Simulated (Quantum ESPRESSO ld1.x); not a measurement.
The numbers below are computed, except where a source is named.
Q: The osmium ion Os52+, configuration [Ar] 3d6 (the NIST ground configuration). Level of theory: scalar-relativistic Kohn-Sham, relativistic LDA (MacDonald-Vosko exchange, VWN5 correlation), spin-unpolarised, spherical densities, point nucleus (ld1.x of Quantum ESPRESSO 7.5). Some entries of the table are withheld. Estimate them.

orbital  occ.  eigenvalue (eV)  r(max) (bohr)  <1/r> (bohr^-1)
1s          2         -76603.4          0.011            90.08
2s          2         -15952.3          0.064            21.19
2p          6         -14329.3          0.052            19.08
3s          2         -5846.16          0.176            8.199
3p          6         -5365.38          0.173            7.579
3d          6         -4881.68          0.138              (1)
4s          0              (2)          0.361            4.184
4p          0              (3)          0.367            3.935

A: 
(1) 3d <1/r> (bohr^-1): 7.165
(2) 4s eigenvalue (eV): -2971.32
(3) 4p eigenvalue (eV): -2782.04
